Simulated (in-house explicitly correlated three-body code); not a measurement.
Computed with an exponentially correlated three-body code. Model: two electrons around a point charge, non-relativistic, variational in 260 exponentially correlated functions (energies converged to about 1e-7 hartree, or 1e-8 relative for large Z).

Command:
```bash
python run_hyl.py task.json out
```
Settings (lengths in bohr, energies in hartree):
```
Z                      2.5
screening              0.0125
interaction_strength   1
functions              260
states_tried           13
```

Time taken, with all properties: 54 s on 1 thread of Intel(R) Xeon(R) Platinum 8488C (Sapphire Rapids), with other jobs on the host.

**Those bound S and P states to n = 4 that converged, binding against the one-electron ion.**

Given: nuclear charge 2.5; Yukawa screening of all interactions 0.0125 1/bohr.

Computed: one-electron threshold -3.0938668 hartree.

```json
{"term": "1 1S", "energy (hartree)": "-4.79210846", "binding (eV)": "46.212"}
{"term": "2 3S", "energy (hartree)": "-3.43699006", "binding (eV)": "9.3369"}
{"term": "2 1S", "energy (hartree)": "-3.38788926", "binding (eV)": "8.0008"}
{"term": "2 3P", "energy (hartree)": "-3.37406989", "binding (eV)": "7.6247"}
{"term": "2 1P", "energy (hartree)": "-3.3532426", "binding (eV)": "7.058"}
{"term": "3 3S", "energy (hartree)": "-3.22239197", "binding (eV)": "3.4973"}
{"term": "3 1S", "energy (hartree)": "-3.20970699", "binding (eV)": "3.1522"}
{"term": "3 3P", "energy (hartree)": "?", "binding (eV)": "?"}
{"term": "3 1P", "energy (hartree)": "-3.19993953", "binding (eV)": "2.8864"}
{"term": "4 3S", "energy (hartree)": "-3.15565553", "binding (eV)": "1.6814"}
{"term": "4 1S", "energy (hartree)": "?", "binding (eV)": "?"}
{"term": "4 3P", "energy (hartree)": "-3.14926954", "binding (eV)": "1.5076"}
{"term": "4 1P", "energy (hartree)": "-3.14663953", "binding (eV)": "1.436"}
```

(1) What belongs in the row 3 3P?

(2) What belongs in the row 4 1S?

**Converged states only, values per electron or pair (inverse distances are <exp(-kr)/r>).**

```tsv
term	mean r (bohr)	mean r squared (bohr²)	mean inverse r (1/bohr)	mean r12 (bohr)	mean inverse r12 (1/bohr)	mean cosine	mean p1 dot p2 (bohr⁻²)	delta r1 (bohr⁻³)	delta r12 (bohr⁻³)
1 1S	0.70855	0.68673	2.1756	1.0736	1.2441	-0.052012	0.22368	3.7874	0.26471
2 3S	1.8795	6.0643	1.4553	3.2432	0.35362	-0.014223	0.012395	2.6145	-
2 1S	2.1159	7.9188	1.4349	3.6962	0.34993	-0.015052	0.015542	2.5895	0.027626
2 3P	?	?	?	?	?	?	?	?	-
2 1P	?	?	?	?	?	?	?	?	?
3 3S	4.1654	34.192	1.3293	7.7639	0.15347	-0.0040447	0.0032967	2.52	-
3 1S	4.5282	40.848	1.3238	8.4846	0.15151	-0.0045725	0.0044181	2.5153	0.0079383
3 3P	4.2953	37.108	1.3237	8.0277	0.15821	-0.013041	-0.043599	2.4773	-
3 1P	4.5239	41.324	1.32	8.4738	0.15233	0.00092717	0.038423	2.4879	0.0011598
4 3S	7.4882	116.51	1.2879	14.394	0.081458	-0.0016286	0.0013017	2.4998	-
4 1S	7.9858	133.14	1.2857	15.387	0.080421	-0.0019017	0.0018004	2.4983	0.0032466
4 3P	7.791	127.63	1.2856	15.001	0.082973	-0.005242	-0.017343	2.4829	-
4 1P	8.1012	138.23	1.2841	15.617	0.080574	0.00039302	0.016041	2.4872	0.0005037
```

(3) What belongs in the row 2 3P?

(4) What belongs in the row 2 1P?

**Electric-dipole lines between converged S and P states, rate of the upper state's decay.**

```
s state  p state  p minus s (eV)  oscillator strength from s  rate (1/s)
   1 1S     2 1P          39.154                     0.38184  8.4666e+09
   1 1S     3 1P          43.325                    0.095592  2.5953e+09
   1 1S     4 1P          44.775                    0.037624   1.091e+09
   2 1S     2 1P         0.94278                     0.27221  3.4996e+06
   2 1S     3 1P          5.1144                     0.21435  8.1095e+07
   2 1S     4 1P          6.5647                    0.062956  3.9243e+07
   3 1S     2 1P         -3.9058                    -0.11156  7.3845e+07
   3 1S     3 1P               ?                           ?           ?
   3 1S     4 1P          1.7162                      0.2125  9.0523e+06
   4 1S     2 1P         -5.5125                   -0.021093  2.7813e+07
   4 1S     3 1P         -1.3409                     -0.2389  1.8639e+07
   4 1S     4 1P         0.10944                     0.64036      110940
   2 3S     2 3P          1.7121                     0.39453  1.6728e+07
   2 3S     3 3P          6.2788                     0.13422  7.6535e+07
   2 3S     4 3P          7.8293                    0.044316  3.9291e+07
   3 3S     2 3P         -4.1274                    -0.14699  1.0865e+08
   3 3S     3 3P         0.43924                     0.65714  1.8338e+06
   3 3S     4 3P               ?                           ?           ?
   4 3S     2 3P         -5.9434                   -0.025128  3.8516e+07
   4 3S     3 3P         -1.3768                    -0.31393  2.5819e+07
   4 3S     4 3P         0.17377                     0.90301      394400
```

(5) What belongs in the row 3 1S 3 1P?

(6) What belongs in the row 3 3S 4 3P?

**Static dipole response.**

```
state  polarisability (bohr³)
 1 1S                 0.45546
 2 1S                  236.43
 2 3S                  104.34
```

## Answers

(1) energy (hartree): -3.20625019; binding (eV): 3.0581.

(2) energy (hartree): -3.15066148; binding (eV): 1.5455.

(3) mean r (bohr): 1.8448; mean r squared (bohr²): 6.02; mean inverse r (1/bohr): 1.4349; mean r12 (bohr): 3.1886; mean inverse r12 (1/bohr): 0.37739; mean cosine: -0.047799; mean p1 dot p2 (bohr⁻²): -0.16403; delta r1 (bohr⁻³): 2.4522.

(4) mean r (bohr): 1.9971; mean r squared (bohr²): 7.1364; mean inverse r (1/bohr): 1.4222; mean r12 (bohr): 3.4517; mean inverse r12 (1/bohr): 0.35549; mean cosine: 0.0027441; mean p1 dot p2 (bohr⁻²): 0.12737; delta r1 (bohr⁻³): 2.491; delta r12 (bohr⁻³): 0.0034214.

(5) p minus s (eV): 0.26579; oscillator strength from s: 0.46165; rate (1/s): 471700.

(6) p minus s (eV): 1.9898; oscillator strength from s: 0.12416; rate (1/s): 7.1102e+06.
